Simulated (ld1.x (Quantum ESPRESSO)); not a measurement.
palladium (Pd): variants of one PAW potential

Base potential:

```json
{"Element": "Pd", "Generator": "ld1.x (Quantum ESPRESSO) 7.5", "Type": "PAW", "Functional": "LDA (PZ)", "Relativity": "scalar-relativistic", "Frozen core": "[Kr]", "Valence charge": "10", "Reference configuration": "4d10 5s0 5p0", "Partial waves": "5s (bound, empty): rcut 2.30, rcutus 2.70 bohr; 5s channel at 0.05 Ry: rcut 2.30, rcutus 2.70 bohr; 5p (bound, empty): rcut 2.05, rcutus 2.75 bohr; 5p channel at 0.6 Ry: rcut 2.05, rcutus 2.75 bohr; 4d (bound): rcut 1.30, rcutus 1.75 bohr; 4d channel at 1.15 Ry: rcut 1.30, rcutus 1.75 bohr; 4f channel at 0.45 Ry: rcut 2.20, rcutus 2.55 bohr; 4f channel at 1.35 Ry: rcut 2.20, rcutus 2.55 bohr", "Local potential": "all-electron potential smoothed inside 1.50 bohr (lloc = -1)", "Core correction": "Bessel-smoothed model core inside 1.35 bohr", "Augmentation charge": "BESSEL, radius 1.20 bohr"}
```

Cutoffs, loose and tight: the cutoffs (Ry, on a coarse ladder) from which the occupation-weighted sum of valence levels, in a spherical-Bessel basis at the reference potential, stays within 10 and 1 mRy of its value at 400 Ry. They do not see the model core or the augmentation charge, which bear on the density cutoff. Test errors are all-electron minus pseudo excitation energies from the reference, over the configurations 4d9 5s0 5p0; 4d8 5s0 5p0; 4d7 5s0 5p0; 4d9 5s1 5p0; 4d8 5s1 5p0; 4d9.5 5s0 5p0; 4d9 5s0 5p1 (two spin-polarised tests are not counted in the largest error). A dash means not determined; rows that change the core or the reference have their own tests.

A true bound ghost makes a file unfit for plane-wave use even where its test errors are small: the radial tests pick states by their node count and pass the ghost by.

| change | outcome | cutoff, loose | cutoff, tight | bound ghosts | largest test error (meV) |
| --- | --- | --- | --- | --- | --- |
| base | generated | 35 Ry | 55 Ry | s, p | -540 |
| wave 4d channel at 1.15 Ry: rcut 1.30, rcutus 1.75 bohr becomes 4d channel at -0.19 Ry: rcut 1.30, rcutus 1.75 bohr | generated | 35 Ry | 55 Ry | s, p | -527 |
| wave 4d channel at 1.15 Ry: rcut 1.30, rcutus 1.75 bohr becomes 4d channel at -0.04 Ry: rcut 1.30, rcutus 1.75 bohr | generated | 35 Ry | 55 Ry | s, p | -537 |
| wave 4d channel at 1.15 Ry: rcut 1.30, rcutus 1.75 bohr becomes 4d channel at 0.12 Ry: rcut 1.30, rcutus 1.75 bohr | generated | 35 Ry | 55 Ry | s, p | -540 |
| wave 4d channel at 1.15 Ry: rcut 1.30, rcutus 1.75 bohr becomes 4d channel at 0.47 Ry: rcut 1.30, rcutus 1.75 bohr | generated | 35 Ry | 55 Ry | s, p | -541 |
| wave 4d channel at 1.15 Ry: rcut 1.30, rcutus 1.75 bohr becomes 4d channel at 1.37 Ry: rcut 1.30, rcutus 1.75 bohr | generated | 35 Ry | 55 Ry | s, p | -540 |
| wave 4d channel at 1.15 Ry: rcut 1.30, rcutus 1.75 bohr becomes 4d channel at 2.49 Ry: rcut 1.30, rcutus 1.75 bohr | generated | 35 Ry | 55 Ry | s, p | -541 |
| wave 4d channel at 1.15 Ry: rcut 1.30, rcutus 1.75 bohr becomes 4d channel at 6.66 Ry: rcut 1.30, rcutus 1.75 bohr | generated | 35 Ry | 55 Ry | s, p | -502 |
